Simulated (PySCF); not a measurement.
Shapes and spin states of ZrBr₂

All numbers come from PBE0/[Zr def2-TZVP with ECP28, Br def2-TZVP], scalar-relativistic core potentials, density fitting, no spin–orbit coupling, PySCF.

Relaxations began from a few typed shapes and spin states; open shells are unrestricted. The search is not exhaustive: other isomers or separated fragments can lie lower, and high-lying points may rest on an excited occupation.

```
                                                 spin  group               bonds           angles  imaginary modes (cm⁻¹)  ΔE (kJ/mol)  ΔE with ZPE (kJ/mol)
                                              triplet    C2v  Zr–Br 2.503 Å (×2)  Br–Zr–Br 148.9°                    none          0.0                   0.0
                                              triplet    D∞h  Zr–Br 2.512 Å (×2)  Br–Zr–Br 180.0°                25i, 25i          1.3                     –
singlet (closed shell, unstable to spin polarisation)    C2v  Zr–Br 2.451 Å (×2)  Br–Zr–Br 134.9°                    none         72.1                  72.4
singlet (closed shell, unstable to spin polarisation)    D∞h  Zr–Br 2.467 Å (×2)  Br–Zr–Br 180.0°                41i, 41i         79.2                     –
```

The lowest minimum found is the triplet C2v: Zr–Br 2.503 Å (×2); Br–Zr–Br 148.9°.

Formally Zr is in oxidation state +2, d2, with 2 unpaired electrons (the high-spin count). The Mulliken spin on Zr is 2.10. The polar-tensor charge on Zr, 1.16, is far below the formal one.

For the lowest minimum: open d and f shells are described by one determinant, and the ground state may have another occupation or spin.
